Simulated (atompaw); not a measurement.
Plane-wave convergence, PAW (atompaw) potential for Sc (Z = 21)

atompaw 4.2.0.5 input, output lines left out:

```
Sc 21
GGA-PBE scalarrelativistic loggrid 1500 logderivrange -8 5 326
4 4 3 0 0 0
4 0 0
4 1 0
3 2 0
0 0 0
c
c
v
v
c
v
v
v
2
2.85 2.30 2.60 1.90
n
n
y
-1
n
custom rrkj gramschmidtortho besselshape
bessel
1.45
2.85
1.75
1.80
2.85
2.85
```

The pseudo-atom Hamiltonian at the reference potential is diagonalised in spherical Bessel functions j_l(qr) that vanish at 20 bohr, with q² up to the cutoff. All-electron valence levels (Ry): 3s -6.3525, 4s -1.8319, 3p -4.7482, 4p -1.4492, 3d -2.3741.

Q: How do the lowest levels (Ry) of each channel move with the cutoff, and are there ghosts?

A:

```json
{"cutoff (Ry)": "8", "s #1": "-5.8495", "s #2": "-1.8317", "s #3": "-0.8324", "p #1": "-4.3655", "p #2": "-1.2394", "p #3": "-0.6248", "d #1": "-2.3373", "d #2": "-0.9163", "f #1": "-0.6061", "Σ f·Δε (mRy)": "3302.0"}
{"cutoff (Ry)": "12", "s #1": "-6.2392", "s #2": "-1.8318", "s #3": "-0.8337", "p #1": "-4.6349", "p #2": "-1.2972", "p #3": "-0.6446", "d #1": "-2.3735", "d #2": "-0.9171", "f #1": "-0.6063", "Σ f·Δε (mRy)": "906.5"}
{"cutoff (Ry)": "21", "s #1": "-6.3482", "s #2": "-1.8319", "s #3": "-0.8343", "p #1": "-4.7410", "p #2": "-1.3581", "p #3": "-0.6659", "d #1": "-2.3740", "d #2": "-0.9171", "f #1": "-0.6063", "Σ f·Δε (mRy)": "52.0"}
{"cutoff (Ry)": "30", "s #1": "-6.3522", "s #2": "-1.8319", "s #3": "-0.8343", "p #1": "-4.7476", "p #2": "-1.4266", "p #3": "-0.6909", "d #1": "-2.3741", "d #2": "-0.9171", "f #1": "-0.6063", "Σ f·Δε (mRy)": "4.1"}
{"cutoff (Ry)": "45", "s #1": "-6.3524", "s #2": "-1.8319", "s #3": "-0.8343", "p #1": "-4.7481", "p #2": "-1.4485", "p #3": "-0.6992", "d #1": "-2.3741", "d #2": "-0.9171", "f #1": "-0.6063", "Σ f·Δε (mRy)": "0.9"}
{"cutoff (Ry)": "55", "s #1": "-6.3525", "s #2": "-1.8319", "s #3": "-0.8343", "p #1": "-4.7481", "p #2": "-1.4488", "p #3": "-0.6993", "d #1": "-2.3741", "d #2": "-0.9171", "f #1": "-0.6063", "Σ f·Δε (mRy)": "0.4"}
{"cutoff (Ry)": "400", "s #1": "-6.3525", "s #2": "-1.8319", "s #3": "-0.8343", "p #1": "-4.7482", "p #2": "-1.4492", "p #3": "-0.6994", "d #1": "-2.3741", "d #2": "-0.9171", "f #1": "-0.6063", "Σ f·Δε (mRy)": "0.0"}
```

Result: no extra level below or beside the all-electron valence levels (s, p, d, f tested); 10 mRy is reached at 30 Ry and 1 mRy at 45 Ry.
